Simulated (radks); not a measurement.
Results of a calculation; reference values are marked as such.
Problem. Neutral manganese, [Ar] 3d5 4s2. Level of theory: non-relativistic Kohn-Sham, PBE, spin-polarised, spherical densities, point nucleus (a radial shooting solver on a logarithmic mesh with Libxc functionals). Every spin shell is full or empty, so the densities are truly spherical. Functionals are evaluated on that one density, not self-consistently. Rank these orbital-free kinetic functionals by their error against the exact value of the orbitals, and give that value: Thomas-Fermi, von Weizsacker, TF + vW/9, TF + vW/5, LC94, revAPBEK, Perdew 92, Thakkar, Pearson, PG1, DePristo-Kress, Ernzerhof.

Solution. Exact: 1149.84 hartree. From best to worst, with 100 (|E| - |E exact|)/|E exact| (equal figures are ties): LC94 -0.02, DePristo-Kress -0.09, Ernzerhof -0.32, revAPBEK +0.36, Thakkar -0.39, Perdew 92 -0.76, TF + vW/9 -0.77, Pearson -1.33, TF + vW/5 +3.92, Thomas-Fermi -6.63, PG1 +20.28, von Weizsacker -47.28.
